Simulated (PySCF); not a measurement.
Which level of theory gave which numbers?

Species: C2H5BN2.
SMILES with atom numbers: `[CH:1]#[C:2][B:3]([NH2:4])[NH2:5]` (hydrogens: H6 on C1; H7, H8 on N4; H9, H10 on N5)

The closed-shell ground state was solved 7 times with PySCF (density fitting, gas phase), always in the pcSseg-2 basis (250 functions), with these functionals: B97-2, BHandHLYP, CAM-B3LYP, LC-wPBE, LDA, PBE0 and wB97X-D. Isolated species at its PBE0-D3(BJ)/def2-SVP geometry, gas phase.

| row | total energy (Eh) | HOMO (eV) | LUMO (eV) | dipole (D) |
| --- | --- | --- | --- | --- |
| P | -211.7987 | -5.91 | -1.02 | 1.53 |
| Q | -213.4361 | -7.12 | 0.14 | 1.41 |
| R | -213.6170 | -6.85 | 0.12 | 1.41 |
| S | -213.5477 | -9.96 | 2.36 | 1.37 |
| T | -213.5944 | -8.55 | 1.16 | 1.38 |
| U | -213.6249 | -9.03 | 1.95 | 1.40 |
| V | -213.5736 | -8.43 | 1.01 | 1.31 |

**Question.** Which functional belongs to which row?

**Answer.** P = LDA, Q = PBE0, R = B97-2, S = LC-wPBE, T = CAM-B3LYP, U = wB97X-D, V = BHandHLYP. By rising HOMO–LUMO gap: LDA (LDA) 4.89 eV; B97-2 (global hybrid, 21 % exact exchange) 6.97 eV; PBE0 (global hybrid, 25 % exact exchange) 7.26 eV; BHandHLYP (global hybrid, 50 % exact exchange) 9.44 eV; CAM-B3LYP (range-separated hybrid) 9.71 eV; wB97X-D (range-separated hybrid) 10.98 eV; LC-wPBE (range-separated hybrid) 12.32 eV. Total energies of different functionals aren't bounds to one another; each is stationary for its own functional.

Conformer computed: `[CH:1]#[C:2][B:3]([NH2:4])[NH2:5]`: H–N4–B3–C2 180°, H–N4–B3–C2 0°, H–N5–B3–C2 0°, H–N5–B3–C2 179°.

wB97X-D is run here without its empirical dispersion term; that term would change no orbital, density or response property at a fixed geometry.
